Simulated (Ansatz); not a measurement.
Computed with Ansatz on PBE0-D4/def2-TZVP structures; ΔE is electronic, products minus reactants. CCSD(T)/CBS adds triple-zeta CCSD(T) − MP2 to the extrapolated MP2 energy (def2 sets, frozen cores). This one scheme is used for every species, atoms too. DFT in def2-TZVPP. B3LYP here is the variant with VWN-RPA as its local correlation; programs differ in this. No spin–orbit coupling; open shells (•) take unrestricted orbitals. Spin–orbit coupling would lower the free atoms: a little for C, O, Si. One conformer a species, not always the lowest.

`OCO[SiH2]O` → C• + 6 H• + 3 O• + Si•  (atomization)

Question: What is ΔE at CCSD(T)/CBS? (An estimate is asked.)

Answer: The calculation gave: +4179.8 kJ/mol.

Question: What do these levels give: ωB97X-V, B2PLYP, r2SCAN, PBE0, B3LYP, HF/def2-TZVPP, MP2/def2-TZVPP, SCS-MP2/def2-TZVPP, HF/def2-QZVPP, HF/CBS(def2), MP2/CBS(def2), CCSD/CBS(def2)? (Estimate.)

Answer: The calculation gave: ωB97X-V 4170.8, B2PLYP 4112.8, r2SCAN 4156.3, PBE0 4104.4, B3LYP 4111.9, HF/def2-TZVPP 2932.7, MP2/def2-TZVPP 4149.8, SCS-MP2/def2-TZVPP 4124.1, HF/def2-QZVPP 2941.3, HF/CBS(def2) 2942.5, MP2/CBS(def2) 4272.9, CCSD/CBS(def2) 4116.8 kJ/mol.

Largest T1 diagnostic among the species: 0.012.

In def2-TZVPP, CCSD(T) changes the Hartree–Fock value by +1124.1 kJ/mol (the triples alone add +63.1 kJ/mol) and MP2 by +1217.1 kJ/mol; breaking electron pairs costs correlation energy, which Hartree–Fock lacks. From PBE to PBE0 (25 % exact exchange), in def2-TZVPP and without D4, ΔE moves by −94.3 kJ/mol: exact exchange takes away binding that semilocal exchange gives to molecules. The D4 term adds +31.7 kJ/mol with B3LYP and +16.6 kJ/mol with PBE0; it sums over pairs of atoms, weighted by their polarisabilities, and B3LYP, whose exchange is more repulsive, gets the larger term.

For atomizations the MP2-based limit and the directly extrapolated one differ by several kJ/mol either way, and by 10 to 25 for some Ge, Se and Sn compounds, so smaller differences from it don't rank the levels.
